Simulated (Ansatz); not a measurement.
A run for Ansatz (a quantum-chemistry and plane-wave program): R-B3LYP/def2-TZVPP on F2Sn (SMILES [F][Sn][F]), atoms moved off the minimum. Elements past Kr take the def2 small-core potentials; no spin–orbit coupling.

Ansatz 0.2 input:
```yaml
crystal:
  periodic: [false, false, false]
  atoms:
    - {symbol: Sn, position_ang: [-0.05892307, 0.14295538, 0.31302495]}
    - {symbol: F, position_ang: [0.73212346, 1.13459562, -0.94723430]}
    - {symbol: F, position_ang: [-0.80797848, -1.16317788, -0.92500853]}
basis:
  gaussian:
    orbitals: def2-TZVPP
hamiltonian:
  xc: {name: B3LYP}
scf: {lower_state_search: off}
output: {forces: true}
```

Problem. Give the final energy of this run.

Solution. -414.2355 hartree.
